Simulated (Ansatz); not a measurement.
Ansatz (an electronic-structure program) input (B3LYP-D3(BJ)/def2-TZVP):

Ansatz 0.2 input:
```yaml
crystal:
  periodic: [false, false, false]
  atoms:
    - {symbol: Si, position_ang: [-0.10172376, -0.24382271, 0.85521625]}
    - {symbol: H, position_ang: [-1.09134552, -0.66675570, -0.16401613]}
    - {symbol: Br, position_ang: [1.19668717, 0.89202777, -0.62100016]}
basis:
  gaussian:
    orbitals: def2-TZVP
hamiltonian:
  xc: b3lyp
  dispersion: d3bj
relax: {f_tol: 0.002, max_steps: 150}
```

End of the output:

```
reference -77941.43038730 eV, -2864.2947361344 hartree; 25, 25 occupied and 66, 66 virtual orbitals, 718 factors
relax step   3: F+E_penalty+E_count = -77941.54774009 eV  Δ(F+E_penalty+E_count) = -1.966e-3 eV  max|allowed force component| = 2.344e-2 eV/Å  Δτ_max = 0.0224 Å  (30 SCF iters, accepted)
these checks for a lower state are left out or cut short: starts, cluster_reference, orbital_swaps, neighbouring_geometries, increment
integrals: 0.02 GiB planned
718 factors; their error is unknown
mean field: 0.25 GiB planned
mean field -77941.43025434 eV, -2864.2947312482 hartree, gradient 9.8e-6 eV, S^2 0.000000; 0 other end points of the search recorded, 0 dependent functions left out
the calculation of the forces begins
reference -77941.43045215 eV, -2864.2947385174 hartree; 25, 25 occupied and 66, 66 virtual orbitals, 718 factors
relax step   4: F+E_penalty+E_count = -77941.54787736 eV  Δ(F+E_penalty+E_count) = -1.373e-4 eV  max|allowed force component| = 2.764e-3 eV/Å  Δτ_max = 0.0057 Å  (31 SCF iters, accepted)
these checks for a lower state are left out or cut short: starts, cluster_reference, orbital_swaps, neighbouring_geometries, increment
integrals: 0.02 GiB planned
718 factors; their error is unknown
mean field: 0.25 GiB planned
mean field -77941.43025463 eV, -2864.2947312587 hartree, gradient 9.8e-6 eV, S^2 0.000000; 0 other end points of the search recorded, 0 dependent functions left out
the calculation of the forces begins
reference -77941.43045243 eV, -2864.2947385278 hartree; 25, 25 occupied and 66, 66 virtual orbitals, 718 factors
relax step   5: F+E_penalty+E_count = -77941.54787763 eV  Δ(F+E_penalty+E_count) = -2.608e-7 eV  max|allowed force component| = 6.962e-4 eV/Å  Δτ_max = 0.0001 Å  (31 SCF iters, accepted)
integrals: 0.02 GiB planned
718 factors; their error is unknown
mean field: 0.25 GiB planned
mean field evaluation 64: about -77941.4302 eV, gradient 3.2e-1 eV
mean field -77941.43025463 eV, -2864.2947312587 hartree, gradient 9.8e-6 eV, S^2 0.000000; 1 other end points of the search recorded, 0 dependent functions left out
the calculation of the forces begins
reference -77941.43045243 eV, -2864.2947385278 hartree; 25, 25 occupied and 66, 66 virtual orbitals, 718 factors
Total energy: -77941.54807543 eV, -2864.2990610932 hartree
Atom 0 at    -0.087206    -0.237024     0.867287 Å, force     0.000423     0.000414    -0.000696 eV/Å
Atom 1 at    -1.107117    -0.674069    -0.177488 Å, force     0.000011    -0.000017     0.000113 eV/Å
Atom 2 at     1.197942     0.892542    -0.619599 Å, force    -0.000433    -0.000398     0.000583 eV/Å
Dipole moment:    -0.161852    -0.130435     0.130004 e Å
```
